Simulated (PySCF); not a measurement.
Cd (cadmium, neutral) across methods

[Kr] 4d9 5s2 6s1, 6s spin antiparallel (an excited configuration). Calculation: PySCF 2.14, in aug-cc-pVTZ-PP with ECP28MDF; scalar relativity through the core potential. The B2PLYP total includes its PT2 part (frozen core); its orbital energies are those of the SCF part.

| method | E (hartree) | mean ε 5s α (eV) | mean ε 5s β (eV) | mean ε 6s β (eV) | Σ⟨r²⟩ (bohr²) | ⟨S²⟩ |
| --- | --- | --- | --- | --- | --- | --- |
| wB97M-V | -167.1244 | -13.922 | -13.800 | -2.252 | 111.2 | 1.002 |
| r2SCAN | -167.2414 | -11.389 | -11.074 | -1.715 | 113.8 | 1.001 |
| B2PLYP | -167.0400 | -12.537 | -12.354 | -2.076 | 114.3 | 1.001 |
| PBE | -167.2018 | -11.111 | -10.905 | -1.780 | 113.5 | 1.001 |
| UHF | -166.33387 | -13.408 | -13.219 | -2.476 | 116.6 | 1.002 |
| r2SCAN0 | -167.2056 | -12.159 | -11.885 | -1.941 | 114.0 | 1.001 |
| LDA | -166.8964 | -11.428 | -11.234 | -1.752 | 111.5 | 1.001 |
| PBE0 | -167.1879 | -11.903 | -11.700 | -2.028 | 114.1 | 1.001 |
| PW91 | -167.2737 | -11.189 | -10.982 | -1.784 | 113.3 | 1.001 |

Energies and moments cover only the electrons outside the core potential. The outer electron is Rydberg-like, and this basis confines it to a smaller radius and binds it less than a complete one would. With the s spin flipped the determinant is a mixture of two multiplicities, not a spectroscopic state.
